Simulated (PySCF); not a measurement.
Partial charges of `CC(C)[C@@H](CF)C(F)F`

Species: C6H11F3.
Z-matrix (Å and degrees, GFN2-xTB geometry), rows numbered from 1:
```
C 
C   1  1.5271
C   2  1.5287  1  110.19
C   2  1.5443  1  113.47  3   124.88
C   4  1.5301  2  115.68  1   -58.80
F   5  1.3732  4  111.84  2    71.20
C   4  1.5302  2  111.58  1    65.46
F   7  1.3542  4  111.39  2    50.42
F   7  1.3580  4  109.96  2   167.23
H   1  1.0865  2  111.26  3   176.12
H   1  1.0862  2  111.28  3   -62.64
H   1  1.0875  2  109.39  3    56.93
H   2  1.0960  1  108.19  3  -117.54
H   3  1.0869  2  109.63  1   -62.99
H   3  1.0873  2  111.28  1    56.17
H   3  1.0876  2  111.11  1   177.49
H   4  1.0963  2  107.70  1  -177.89
H   5  1.0948  4  110.26  2  -170.82
H   5  1.0925  4  111.42  2   -48.49
H   7  1.0987  4  113.67  2   -72.05
```

Density: PBE0/pcSseg-1 (PySCF); schemes: Mulliken, IAO, Hirshfeld and ESP-fitted. Isolated species at its GFN2-xTB geometry (one conformer only).

Q: What partial charge does each atom carry?

A: In e:

| atom | environment | Mulliken | IAO | Hirshfeld | ESP-fitted |
| --- | --- | --- | --- | --- | --- |
| C1 | methyl carbon | -0.207 | -0.422 | -0.125 | -0.608 |
| C2 | sp3 CH carbon | -0.356 | -0.098 | -0.021 | +0.488 |
| C3 | methyl carbon | -0.203 | -0.418 | -0.117 | -0.650 |
| C4 | sp3 CH carbon | -0.424 | -0.162 | -0.049 | -0.246 |
| C5 | sp3 C–F carbon | +0.230 | +0.036 | +0.025 | +0.033 |
| F6 | alkyl fluorine | -0.338 | -0.330 | -0.099 | -0.230 |
| C7 | CHF2 carbon | +0.610 | +0.446 | +0.145 | +0.410 |
| F8 | fluorine of a CF2 group | -0.302 | -0.305 | -0.098 | -0.251 |
| F9 | fluorine of a CF2 group | -0.309 | -0.310 | -0.105 | -0.234 |
| H10 | methyl hydrogen | +0.116 | +0.137 | +0.038 | +0.133 |
| H11 | methyl hydrogen | +0.118 | +0.145 | +0.031 | +0.171 |
| H12 | methyl hydrogen | +0.114 | +0.140 | +0.042 | +0.148 |
| H13 | methine hydrogen | +0.137 | +0.141 | +0.032 | -0.011 |
| H14 | methyl hydrogen | +0.121 | +0.145 | +0.045 | +0.165 |
| H15 | methyl hydrogen | +0.107 | +0.132 | +0.038 | +0.173 |
| H16 | methyl hydrogen | +0.112 | +0.137 | +0.040 | +0.139 |
| H17 | methine hydrogen | +0.136 | +0.151 | +0.046 | +0.110 |
| H18 | methylene hydrogen | +0.126 | +0.151 | +0.043 | +0.092 |
| H19 | methylene hydrogen | +0.113 | +0.140 | +0.047 | +0.087 |
| H20 | methine hydrogen | +0.099 | +0.145 | +0.042 | +0.079 |

Mean size of the charges over all atoms: ESP-fitted 0.223 e, Mulliken 0.214 e, IAO 0.205 e, Hirshfeld 0.061 e. Each set sums to the total charge, 0, to within 0.001 e. The Hirshfeld scheme weights the molecular density at each point by an atom's share of the summed free-atom densities.

Lowest charge. The schemes don't all agree: Mulliken C4 (-0.424); IAO C1 (-0.422); Hirshfeld C1 (-0.125); ESP-fitted C3 (-0.650).

Highest charge. The schemes don't all agree: Mulliken C7 (+0.610); IAO C7 (+0.446); Hirshfeld C7 (+0.145); ESP-fitted C2 (+0.488).

Q: How many electrons does the IAO scheme count on C1?

A: Z − q = 6 − (-0.422) = 6.422.

Q: How closely do the schemes follow one another over all atoms?

A: Correlation coefficient and root-mean-square difference: IAO with Hirshfeld 1.00, 0.164 e; Mulliken with Hirshfeld 0.89, 0.191 e; Mulliken with IAO 0.88, 0.122 e; Hirshfeld with ESP-fitted 0.83, 0.228 e; IAO with ESP-fitted 0.83, 0.158 e; Mulliken with ESP-fitted 0.57, 0.249 e.

Q: Sum the charges by element.

A: 
```csv
element,atoms,Mulliken,IAO,Hirshfeld,ESP-fitted
C,6,-0.350,-0.619,-0.142,-0.573
F,3,-0.949,-0.945,-0.302,-0.714
H,11,+1.299,+1.564,+0.444,+1.287
```
